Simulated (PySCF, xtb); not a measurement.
SeClBr, SMILES Cl[Se]Br.

Harmonic wavenumbers (cm⁻¹) from GFN2-xTB (xtb) at its own minimum, in rising order: 134, 289, 382.

Problem. What does B3LYP-D3(BJ)/def2-TZVP run with PySCF give at its own minimum? (The exact figures need the calculation; the answer reports its results.)

Solution. 129, 291, 398. Paired by order, the mean absolute difference is 8 cm⁻¹ and the zero-point energies are 1.2 and 1.2 kcal/mol.
